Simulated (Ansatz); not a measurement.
Species: SiBiH4, charge 0, doublet. SiBiH4 (SMILES [SiH2][BiH2], doublet).
B3LYP-D3(BJ)/def2-TZVP minimum from Ansatz (an electronic-structure program):
```
Si
H 1 1.4885
H 1 1.4905 2 107.66
Bi 1 2.6892 2 114.67 3 -123.97
H 4 1.7969 1 90.09 2 -60.87
H 4 1.8011 5 90.00 1 -91.24
```
Charge 0, spin multiplicity 2.

Total energies in hartree (Ansatz). UHF or UKS for unpaired electrons; spin-orbit terms are left out. Correlated methods leave the cores frozen (noble-gas shells, and filled d and f shells in the p block). Past Kr the def2 sets carry scalar-relativistic core potentials. For partners of very few electrons the exact lower level stands in for a higher one. Spin-orbit terms, left out, reach several kcal/mol for Br and I, and more for heavier atoms.

```csv
species,HF/def2-TZVPP,CCSD(T)/def2-TZVPP,HF/def2-QZVPP,CCSD(T)/def2-QZVPP,CCSD(T)/def2-SVP,CCSDT(Q)/def2-SVP
"1: SiBiH4 (SMILES [SiH2][BiH2], doublet)",-504.77019,-505.05093,-504.78065,-505.07693,-504.88544,-504.88687
2: Bi (quartet),-213.59378,-213.65641,-213.59451,-213.66150,-213.63907,-213.63920
3: H (doublet),-0.49981,-0.49981,-0.49998,-0.49998,-0.49928,-0.49928
4: Si (triplet),-288.85084,-288.92770,-288.85873,-288.93839,-288.81556,-288.81596
```

Question: Work out the atomisation energy (electronic, to ground-state atoms) in kJ/mol: take Hartree-Fock from def2-QZVPP, extrapolate the CCSD(T) correlation energy as X^-3 (X = 3, 4), and add CCSDT(Q) - CCSD(T) in def2-SVP. 1 hartree = 2625.5 kJ/mol.

Answer: 
Species 1: correlation (64·(-0.29628) - 27·(-0.28074))/37 = -0.30762; step -0.00143; E1 = -504.78065 + (-0.30762) + (-0.00143) = -505.08970
Species 2: correlation (64·(-0.06699) - 27·(-0.06263))/37 = -0.07017; step -0.00013; E2 = -213.59451 + (-0.07017) + (-0.00013) = -213.66481
Species 3: correlation (64·(0.00000) - 27·(0.00000))/37 = 0.00000; step +0.00000; E3 = -0.49998 + (0.00000) + (+0.00000) = -0.49998
Species 4: correlation (64·(-0.07966) - 27·(-0.07686))/37 = -0.08170; step -0.00040; E4 = -288.85873 + (-0.08170) + (-0.00040) = -288.94083
-1·E1 +1·E2 +4·E3 +1·E4 = 0.48414 hartree = 1271.1 kJ/mol.
